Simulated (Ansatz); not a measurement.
`[OH][Sb]([F])[F]` + CH₃OH → `C[O][Sb]([F])[F]` + H₂O at 500 K and 1 bar (ligand exchange at the Sb–O bond).

Isolated molecules relaxed with PBE0-D4/def2-TZVP in Ansatz; ΔE leaves out vibrations. CCSD(T)/CBS adds triple-zeta CCSD(T) − MP2 to the extrapolated MP2 energy (def2 sets, frozen cores). This one scheme is used for every species. Elements past krypton have def2 core potentials. For Sb outer-core shells are correlated without core-valence functions, which leaves a few kJ/mol of doubt a bond. Each species was taken in one conformer, which may not be the lowest.

| species | CCSD(T)/CBS energy (Eh) | H − E (kJ/mol) | S (J/(mol·K)) |
| --- | --- | --- | --- |
| `[OH][Sb]([F])[F]` | -515.46935 | 78.7 | 363.7 |
| CH₃OH | -115.61712 | 157.0 | 265.4 |
| `C[O][Sb]([F])[F]` | -554.71002 | 162.9 | 418.0 |
| H₂O | -76.37941 | 73.2 | 206.3 |

H − E and S are ideal-gas, rigid-rotor, harmonic terms from PBE0-D4/def2-TZVP, for one conformer and one mirror image of each species. 1 Eh = 2625.50 kJ/mol, R = 8.31446 J/(mol·K).

Problem. By hand: ΔE, ΔH, ΔS and ΔG.

Solution. ΔE = (-554.71002) + (-76.37941) − (-515.46935) − (-115.61712) = -0.00296 Eh = -7.8 kJ/mol. Δ(H − E) = 162.9 + 73.2 − 78.7 − 157.0 = 0.4, so ΔH = -7.4 kJ/mol. ΔS = 418.0 + 206.3 − 363.7 − 265.4 = -4.8 J/(mol·K). ΔG = -7.4 − 500 × (-4.8)/1000 = -5.0 kJ/mol.

Problem. By hand: the equilibrium constant, and the temperature at which ΔG would vanish if ΔH and ΔS stayed fixed.

Solution. log₁₀ K = −ΔG/(RT ln 10) = 0.5. ΔG = 0 at ΔH/ΔS = 1542 K, though so small a ΔH makes that figure unsure.

The number of gas molecules stays the same, so ΔS is small and ΔH decides. The sign of ΔG lies within the doubt. A doubt of 5 kJ/mol in ΔE shifts log₁₀ K by 0.5 here. Other conformers and mirror images would add mixing entropy, several J/(mol·K) or more a flexible species. Modes under 60 cm⁻¹, often nearly free rotors, make the harmonic entropy too high. These are equilibria of isolated gas molecules and say nothing of rates. Largest T1 diagnostic: 0.015 (customary marks: 0.02 for closed shells, 0.045 for open ones).
